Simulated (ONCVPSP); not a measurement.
## carbon: one change to an ONCV potential, before and after

ONCVPSP 4.0.1 input, shortened (lines: element, Z, core and valence counts, functional; n l f; lmax; l rc ep ncon nbas qcut; lloc lpopt rc5 dvloc0; l nproj debl; icmod fcfact rcfact), PBEsol, non-relativistic:

```
  C 6.00    1    1  -116133      upf
    1    0    2.00
    2    0    2.00
    2
    0    0.95    0.00    4    7    7.30
    1    1.00    0.27    4    8    9.50
    2    1.00    0.02    3    6    8.80
    4    5    0.65    1.00
    0    2    0.50
    1    2    0.90
    2    1    3.00
    2    0.25    1.10
```

In the s channel the program set the typed energies aside and used -1.476, 0.250 Ha. In the p channel the program set the typed energies aside and used 0.050, 0.950 Ha.

Change: all radii but the core radius scaled by about 1.32 (s 1.26, p 1.32, d 1.32 bohr); local potential polynomial inside 0.86 bohr (lpopt 5, dvloc0 1 Ha).

Cutoffs: the cutoffs (Ha) at which the residual kinetic energy of the hardest occupied pseudo-wave falls to 1 and 0.1 mHa per electron; they do not see the model core or the augmentation charge, which bear on the density cutoff. Errors are all-electron minus pseudo energies relative to the spin-unpolarised reference configuration.

Question: Predict the effect on cutoff, ghosts and configuration errors.

Answer: The potential gets softer (22 Ha and 28 Ha → 20 Ha and 25 Ha); of the 4 tests that both files solve, the error grows in 3 and shrinks in 0 by more than 15 % and 0.3 meV (median size 22.5 → 51.0 meV); neither file shows a bound ghost. A larger radius leaves more room for a smooth pseudo-wave, so fewer plane waves are needed. More of the atom is replaced by a form fitted at one configuration, so other configurations suffer.

```tsv
quantity	base	changed
cutoff, loose	22 Ha	20 Ha
cutoff, tight	28 Ha	25 Ha
bound ghosts	none	none
GHOST(+) flags under 300 eV	s at 213.7 eV	none
error for 2s2 2p2, meV [ΔE -34.81 eV]	+27	+64
error for 2s2 2p1, meV [ΔE -24.02 eV]	+16	+33
error for 2s1, meV [ΔE 47.94 eV]	+50	+46
error for 2s1 2p2, meV [ΔE -15.33 eV]	+18	+56
rms error of d²Exc/dni dnj with the model core, mHa	1.65	1.46
```
